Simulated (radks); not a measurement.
Numerical settings for neutral caesium, [Xe] 6s1. Calculated with a radial shooting solver on a logarithmic mesh with Libxc functionals: Dirac Kohn-Sham, BLYP, spin-unpolarised, spherical densities, point nucleus. The defaults (mesh step 0.008 in ln r, mesh end at 40 bohr or more with all orbitals vanishing there, Anderson mixing 0.5 over 9 steps, residual threshold near 1e-9 with the energy settled to 1e-9 hartree or 1e-11 of itself, here a cap of 83 iterations) give E = -7790.9771 hartree and 6s1/2 at -2.015 eV in 13 iterations. Run on one thread of a shared host, so times are rough (Arm Neoverse V1): 0.15 s of CPU time, 0.15 s wall, 13 iterations on 2728 mesh points. Changes against that run (0 stands for a change within the tolerance of the run):

setting                    iterations         converged  E (mhartree)  e(6s1/2) (meV)  CPU (s)
mesh step in ln r 0.003            13               yes             0               0     0.38
mesh step in ln r 0.02             13               yes     +0.000387               0     0.07
mesh step in ln r 0.08              4                no      diverged               -     0.03
mesh end (bohr) 400                13               yes             0               0     0.15
mesh end (bohr) 5                  12  level above zero          +343          +1e+04     0.11
residual threshold 0.1              7               yes             0           +1.12     0.11
residual threshold 0.01             7               yes             0           +1.12     0.11
mixing 0.2                         14               yes             0               0     0.17
linear mixing, mixing 1            83                no         +24.1            +209        1
linear mixing, mixing 0.5          30               yes             0               0     0.27
mixing history 2                   19               yes             0               0     0.19
iteration cap 5                     5                no      +0.00132           +11.2     0.07

Settled on a wrong energy, with an occupied level pushed above zero by the early mesh end: mesh end (bohr) 5 (+0.343 hartree). Apart from these: no run marked as converged misses the energy by more than 1 mhartree. A mesh that ends early acts as a hard wall.
